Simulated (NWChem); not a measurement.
Species: C2H7FOSi; SMILES C[Si](C)(O)F

```xyz
12

C     -1.0340     0.0022     1.5931
Si    -0.0197     0.0867     0.0317
C     -1.0394     0.0908    -1.5402
O      0.9292     1.4441     0.1611
F      0.9441    -1.2195    -0.0470
H     -1.7045     0.8658     1.6691
H     -0.3865     0.0018     2.4765
H     -1.6467    -0.9059     1.6213
H     -0.4073     0.1384    -2.4352
H     -1.7200     0.9498    -1.5647
H     -1.6453    -0.8197    -1.6175
H      1.4964     1.6487    -0.5952
```
Atoms are numbered in this order, from 1.

Level: B3LYP/6-31G* (spherical d) (NWChem), optimised geometry, unscaled harmonic frequencies. 

### Question
List the harmonic frequencies with IR intensities, and the thermochemistry.

### Answer
```json
[
 {"frequency (cm⁻¹)": "126", "IR intensity (km/mol)": "1.6"},
 {"frequency (cm⁻¹)": "151", "IR intensity (km/mol)": "0.6"},
 {"frequency (cm⁻¹)": "177", "IR intensity (km/mol)": "10.3"},
 {"frequency (cm⁻¹)": "205", "IR intensity (km/mol)": "6.0"},
 {"frequency (cm⁻¹)": "254", "IR intensity (km/mol)": "11.9"},
 {"frequency (cm⁻¹)": "260", "IR intensity (km/mol)": "50.3"},
 {"frequency (cm⁻¹)": "312", "IR intensity (km/mol)": "29.1"},
 {"frequency (cm⁻¹)": "345", "IR intensity (km/mol)": "78.9"},
 {"frequency (cm⁻¹)": "630", "IR intensity (km/mol)": "1.1"},
 {"frequency (cm⁻¹)": "707", "IR intensity (km/mol)": "2.5"},
 {"frequency (cm⁻¹)": "765", "IR intensity (km/mol)": "64.8"},
 {"frequency (cm⁻¹)": "791", "IR intensity (km/mol)": "49.3"},
 {"frequency (cm⁻¹)": "810", "IR intensity (km/mol)": "10.1"},
 {"frequency (cm⁻¹)": "817", "IR intensity (km/mol)": "14.4"},
 {"frequency (cm⁻¹)": "887", "IR intensity (km/mol)": "254.6"},
 {"frequency (cm⁻¹)": "944", "IR intensity (km/mol)": "159.0"},
 {"frequency (cm⁻¹)": "965", "IR intensity (km/mol)": "184.9"},
 {"frequency (cm⁻¹)": "1342", "IR intensity (km/mol)": "52.6"},
 {"frequency (cm⁻¹)": "1346", "IR intensity (km/mol)": "26.7"},
 {"frequency (cm⁻¹)": "1491", "IR intensity (km/mol)": "0.0"},
 {"frequency (cm⁻¹)": "1492", "IR intensity (km/mol)": "1.4"},
 {"frequency (cm⁻¹)": "1499", "IR intensity (km/mol)": "2.8"},
 {"frequency (cm⁻¹)": "1504", "IR intensity (km/mol)": "9.1"},
 {"frequency (cm⁻¹)": "3046", "IR intensity (km/mol)": "2.5"},
 {"frequency (cm⁻¹)": "3054", "IR intensity (km/mol)": "1.1"},
 {"frequency (cm⁻¹)": "3118", "IR intensity (km/mol)": "12.7"},
 {"frequency (cm⁻¹)": "3123", "IR intensity (km/mol)": "6.2"},
 {"frequency (cm⁻¹)": "3128", "IR intensity (km/mol)": "15.3"},
 {"frequency (cm⁻¹)": "3134", "IR intensity (km/mol)": "7.9"},
 {"frequency (cm⁻¹)": "3802", "IR intensity (km/mol)": "53.4"}
]
```

* **zero-point energy**: 57.5 kcal/mol
* **thermal correction to the enthalpy at 298.15 K (with zero-point energy)**: 63.0 kcal/mol
* **heat capacity Cv**: 26.6 cal/(mol K)
* **entropy at 298.15 K and 1 atm (symmetry number 1)**: 84.0 cal/(mol K)
* **dipole moment**: 1.72 D

Rigid rotor and harmonic oscillator.
